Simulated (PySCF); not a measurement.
**Correlation energy of Sb⁺ (antimony, charge +1)**

[Kr] 4d10 5s2 5p1 5d1, one real determinant (an excited configuration). All numbers are calculated (PySCF 2.14, the spin-free X2C one-electron Hamiltonian (Gaussian nucleus), in x2c-TZVPPall with one added diffuse shell each of s, p, d, f type (9s7p5d3f, 76 functions)). Frozen: [Ar] 3d10; 22 electrons correlated.

```tsv
level	correlation energy (mhartree)
CCSD	-389.82
(T)	-49.11
CCSD(T)	-438.93
```

Diagnostics: T1 = 0.031, D1 = 0.1994, largest double amplitude 0.581.

The real determinant used has ⟨L²⟩ near 8 against 12 for a pure F term, so it mixes terms. The outer electron is Rydberg-like, and this basis confines it to a smaller radius and binds it less than a complete one would. T1 exceeds 0.03, a sign that the reference determinant is poor. A double-excitation amplitude exceeds 0.15, a sign of near-degeneracy.

Cost of the coupled-cluster step: about 40 core-seconds, for 22 correlated electrons.

The reference is one real determinant that mixes LS terms of this configuration.

This basis was not built for core-valence correlation, so the inner-shell part is incomplete.
